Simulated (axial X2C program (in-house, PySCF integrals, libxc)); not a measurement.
**CuGe: from the spin-free to the two-component result**

Computed with an in-house relativistic program for diatomic molecules. Spin-free means the one-electron spin-free X2C Hamiltonian; two-component (2c) means X2C with spin–orbit coupling and atomic mean-field two-electron Coulomb and Gaunt terms, so the difference of the two also holds small scalar two-electron terms. Basis: Ge dyall-cv3z [9s9p7d4f1g], Cu dyall-cv3z [9s9p6d3f2g] (cores contracted in-house); Gaussian nuclei, density fitting, unrestricted open shells. Masses: Ge 73.921 u, Cu 62.930 u.

Spin-free state: M_S = 1/2, Λ = 1 (beyond evenly filled blocks: π+α); fragments Ge + Cu.

```
level  Re (Å)  ωe (cm⁻¹)  De (eV)  μ (D)
 PBE0   2.267      256.6    2.042   1.15
  M06   2.285      253.0    2.359  -0.08
```

Dipoles are positive if Cu is the positive end.

Task: Within this multiplet, which Ω should lie lowest by the rule for regular and inverted multiplets?

Result: The open π shell holds one electron, so the multiplet is regular: Ω = Λ − 1/2 = 1/2. The PBE0 2c search agrees.

Two-component determinant lowest at the distance of the search:

Ω = 1/2 (⟨Sz⟩ = -0.50, ⟨Lz⟩ = 1.00 at PBE0); fragments Ge + Cu.

```csv
level,Re (Å),ωe (cm⁻¹),μ (D)
PBE0,2.269,255.9,1.13
M06,2.286,252.3,-0.10
```

Task: From the two tables, how do the constants change at the PBE0 level (2c against spin-free)?

Result: At the PBE0 level Re goes up by 0.002 Å and ωe falls by 0.7 cm⁻¹.

Occupations by symmetry block were frozen at the best pattern of an incomplete PBE0 search. De is counted from the lowest determinant-based energies of the atoms at the same level, without counterpoise correction. De is not given where an atomic determinant may have missed its ground term or J level, or where the truncated virtual space spoils (T). Density functionals use the spin component along the axis (collinear). The functionals have no current-density term, which raises determinants with orbital currents, atoms included.
